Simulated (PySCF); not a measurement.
## Correlation energy of N³⁺ (nitrogen, charge +3)

[He] 2s2, closed-shell 1S. Computed with PySCF 2.14 in 6-31G* (3s2p1d, 14 functions), with no relativity, point nucleus. Frozen: 1s2; 2 electrons correlated.

Total MP2 correlation energy: -46.21 mhartree.

Same-spin part 0.00 and opposite-spin part -46.21 mhartree; SCS-MP2 scales them by 1/3 and 6/5 to -55.45 mhartree.

With two correlated electrons CCSD is exact within the correlated space (frozen core and kept virtual orbitals).

| level | correlation energy (mhartree) |
| --- | --- |
| CCSD | -85.12 |

Diagnostics: T1 = 0.0067, D1 = 0.0095, largest double amplitude 0.157.

A double-excitation amplitude exceeds 0.15, a sign of near-degeneracy.

Cost of the coupled-cluster step: 0.03 s of wall time on 1 thread of Neoverse-V2 (shared host), for 2 correlated electrons.

Iterations:

```
CC2 = 0
CCSD nocc = 1, nmo = 13
frozen orbitals [0]
max_cycle = 100
direct = 0
conv_tol = 1e-08
conv_tol_normt = 1e-06
diis_space = 8
diis_start_cycle = 0
Init t2, MP2 energy = -51.1017910452433  E_corr(MP2) -0.0462119259897268
Init E_corr(CCSD) = -0.0462119259897268
cycle = 1  E_corr(CCSD) = -0.0663290707967925  dE = -0.0201171448  norm(t1,t2) = 0.0684695
cycle = 2  E_corr(CCSD) = -0.0759293277453455  dE = -0.00960025695  norm(t1,t2) = 0.0343646
cycle = 3  E_corr(CCSD) = -0.0852627398901224  dE = -0.00933341214  norm(t1,t2) = 0.0171009
cycle = 4  E_corr(CCSD) = -0.0850883850111193  dE = 0.000174354879  norm(t1,t2) = 0.000253004
cycle = 5  E_corr(CCSD) = -0.0851372983304719  dE = -4.89133194e-05  norm(t1,t2) = 6.35276e-05
cycle = 6  E_corr(CCSD) = -0.0851214082327532  dE = 1.58900977e-05  norm(t1,t2) = 3.0955e-05
cycle = 7  E_corr(CCSD) = -0.0851204675406827  dE = 9.4069207e-07  norm(t1,t2) = 1.77732e-06
cycle = 8  E_corr(CCSD) = -0.0851204602677732  dE = 7.27290955e-09  norm(t1,t2) = 2.83631e-08
CCSD converged
E(CCSD) = -51.14069957952135  E_corr = -0.08512046026777317
```
